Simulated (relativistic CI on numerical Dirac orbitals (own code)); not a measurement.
# W67+: sensitivity of the levels to the model

Base calculation: Dirac-Coulomb-Breit CI, KLI orbitals optimised for each configuration, model QED (radiative potential, 1s self-energy scaled to tabulated hydrogen-like ionisation energies), unscaled Slater integrals.

Configurations in the expansion (outside the closed core 1s2): 2s2 2p3, 2s 2p4, 2p5, 2p4 3s, 2p4 3p, 2s2 2p2 3s, 2p4 3d, 2s2 2p2 3p, 2s2 2p2 3d, 2s 2p3 3s, 2s 2p3 3p, 2s 2p3 3d, 2s2 2p2 4s, 2s2 2p2 4p, 2s2 2p2 4d, 2s2 2p2 4f, 2s2 2p 3s2, 2s 2p3 4s, 2s2 2p 3s 3p, 2s 2p3 4p, 2s 2p3 4d, 2s2 2p2 5s, 2s2 2p 3s 3d, 2s 2p3 4f, 2s2 2p 3p2, 2s2 2p2 5p, 2s2 2p2 5d, 2s2 2p2 5f, 2s2 2p2 5g, 2s2 2p 3p 3d, 2s 2p2 3s2, 2s2 2p 3d2, 2s 2p2 3s 3p, 2s 2p2 3s 3d, 2s 2p2 3p2, 2s 2p2 3p 3d. Levels of other configurations are missing.

Variants: (1) Breit term removed. Shifts of the energy above 2s2 2p3 2P°_3/2, in eV, for the lowest level and the first level of each name with at least 55 % of one term (blank where a level changes its place among those of its configuration and J or its character, or is not in the variant):

| Level | Base | Δ(1) |
| --- | --- | --- |
| 2s2 2p3 2P°_3/2 | 0.0 | 0.0 |
| 2s2 2p3 4S°_3/2 | 1388.4 | +16.9 |
| 2s2 2p3 2D°_5/2 | 1411.7 | +27.0 |
| 2s2 2p3 2P°_1/2 | 1464.5 | +14.0 |
| 2s 2p4 4P_5/2 | 1735.8 | +5.7 |
| 2s 2p4 2S_1/2 | 1842.8 | -4.9 |
| 2s 2p4 4P_3/2 | 3152.3 | +16.7 |
| 2s 2p4 2D_5/2 | 3193.9 | +27.1 |
| 2s 2p4 2P_1/2 | 3259.7 | +16.3 |
| 2p5 2P°_3/2 | 3651.9 | +1.1 |
| 2p5 2P°_1/2 | 5070.7 | +18.3 |
| 2s2 2p2 3s 4P_3/2 | 10209.2 | +30.2 |
| 2s2 2p2 3s 2P_1/2 | 10219.7 | +30.2 |
| 2s2 2p2 3s 2D_5/2 | 10229.0 | +38.9 |

At this charge energies of transitions that change n are usually good to better than 1 %, and those within a shell (Δn = 0) to a few per cent.

Ionisation energy from the two ground configurations alone: base 16632 eV; Breit term removed 16648.1 eV. The NIST ASD value (semi-empirical) is 16588 eV.

LS names give the leading component of a level, which can be under half, so a name can repeat, a term be missing and a line seem to break the LS rules.
